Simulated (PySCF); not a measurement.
(F)2Ti(OSiH2)2O (singlet state).
Geometry (PBE0-D3(BJ)/def2-SVP, Å), atoms numbered from 1 in this order:
```xyz
12
F2H4O3Si2Ti angstrom
Ti     0.242   -1.607    0.888
F     -0.221   -1.850    2.550
F      0.920   -3.062    0.210
O      1.361   -0.237    0.737
Si     1.291    1.268    0.001
O     -0.191    1.364   -0.740
Si    -1.505    0.363   -0.908
O     -1.142   -1.044   -0.070
H      1.399    2.324    1.038
H      2.366    1.361   -1.017
H     -2.698    1.000   -0.297
H     -1.706    0.038   -2.341
```

Method: PySCF 2.14.0, PBE0-D3(BJ)/def2-SVP geometry optimisation, gas phase.

Problem. Which atoms are bound to Ti1, and at what distances?

Solution. 4 atoms: F2 1.742 Å, F3 1.742 Å, O8 1.774 Å, O4 1.775 Å. The nearest atom not counted as bound is Si7, at 3.19 Å (others tie with it).

Problem. List the angles at Ti1.

Solution. 
```
    angle  degrees  distance of the outer atoms (Å)
F3–Ti1–O4    111.5                             2.91
F3–Ti1–O8    111.0                             2.90
F2–Ti1–F3    111.0                             2.87
F2–Ti1–O4    110.8                             2.90
F2–Ti1–O8    110.6                             2.89
O4–Ti1–O8    101.6                             2.75
```

Problem. What is the shape at Ti1?

Solution. Distorted tetrahedral: angles from 101.6° to 111.5°; τ4 = (360° − α − β)/141° = 0.98 with α and β the two widest (0 for a square, 1 for a tetrahedron).

Problem. What are the other bond lengths?

Solution. O4–Si5, Si7–O8 1.677 Å; Si5–O6, O6–Si7 1.660 Å; Si5–H9 and 3 like bonds 1.484 Å.

Problem. Give some angles away from the centre.

Solution. Ti1–O4–Si5 134.7°, O4–Si5–O6 106.5°, Si5–O6–Si7 135.8°, O6–Si7–O8 106.5°.

Problem. What are the rotational constants (commonest isotopes, rigid rotor)?

Solution. A = 1698, B = 884.6, C = 721.9 MHz: an asymmetric top.

Charge 0, singlet. Not checked by PBE0-D3(BJ)/def2-SVP frequencies.
